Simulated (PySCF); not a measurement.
Ionising InN

ROHF-MP2; PySCF, scalar-relativistic core potentials, basis sets In aug-cc-pVDZ-PP with ECP28, N aug-cc-pVDZ. Neutral (ROHF): triplet (π ↑↑), Re = 2.232 Å, ωe = 453 cm⁻¹, De = 1.42 eV.

InN⁻ (ROHF): doublet (π ↑), Re = 2.089 Å, ωe = 546 cm⁻¹, De = 2.44 eV to In⁻ + N. The energies at the minima are -243.77178 hartree for InN and -243.82230 for InN⁻.

(1) Work out the adiabatic electron affinity, without and with harmonic zero-point energies (1 hartree = 27.2114 eV, 1 eV = 8065.5 cm⁻¹), and the change of the bond length.

Correlated steps freeze 5 core orbitals. Correlated levels converge slowly with the basis: in double zeta they bind strong bonds too weakly, by up to about 1 eV, and carry superposition errors of some tenths. These are scalar-relativistic numbers at best; spin–orbit coupling would shift them, the dissociation energy most. For an ion De counts to the pair picked by the measured ionisation energies or electron affinities, which need not be the lowest pair at this level. States were picked by a PBE0 search and need not be the measured ground states.

## Answers

(1) At ROHF-MP2: 0.05052 hartree = 1.375 eV between the minima; the zero-point term (453.0 − 546.0)/2 cm⁻¹ = -0.006 eV makes it 1.369 eV. Re changes by -14.3 pm against the neutral. The electron enters a π orbital; the charge polarises the partner, so the anion is bound more strongly.
